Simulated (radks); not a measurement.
The numbers below are computed, except where a source is named.
Effect of the nuclear size on neutral iridium, [Xe] 4f14 5d7 6s2. Level of theory: Dirac Kohn-Sham, PBE, spin-unpolarised, spherical densities, finite nucleus; open shells fill j = l - 1/2 first; Fermi nuclear charge, rms radius 5.4032 fm (a radial shooting solver on a logarithmic mesh with Libxc functionals). The rms radius is varied about that value; shifts are against it.

| rms radius (fm) | total energy shift (eV) | density at nucleus (e/bohr^3) | 1s1/2 shift (meV) | 2s1/2 shift (meV) | 4p1/2 shift (meV) | 5s1/2 shift (meV) | 5p1/2 shift (meV) | 6s1/2 shift (meV) | 6p1/2 (empty) shift (meV) |
|---|---|---|---|---|---|---|---|---|---|
| 4.8305 | -15.9 | 1.9e+06 | -6420 | -930 | -0.381 | -9.42 | 0.420 | -0.645 | 0.198 |
| 4.8683 | -14.9 | 1.894e+06 | -6010 | -871 | -0.357 | -8.82 | 0.393 | -0.604 | 0.185 |
| 5.4032 | 0 | 1.821e+06 | 0.000 | 0.000 | 0.000 | 0.000 | 0.000 | 0.000 | 0.000 |
| 5.7598 | 10.5 | 1.777e+06 | 4220 | 611 | 0.255 | 6.20 | -0.275 | 0.424 | -0.130 |
| 6.7054 | 40.2 | 1.678e+06 | 16200 | 2350 | 0.996 | 23.8 | -1.05 | 1.63 | -0.499 |

Slopes of the eigenvalues against <r^2> in GHz/fm^2, as finite differences over the two radii next to the reference (eigenvalue slopes, not the field-shift constants of lines): 1s1/2 261000, 2s1/2 37800, 4p1/2 15.6, 5s1/2 383, 5p1/2 -17.1, 6s1/2 26.2, 6p1/2 (empty) -8.04.
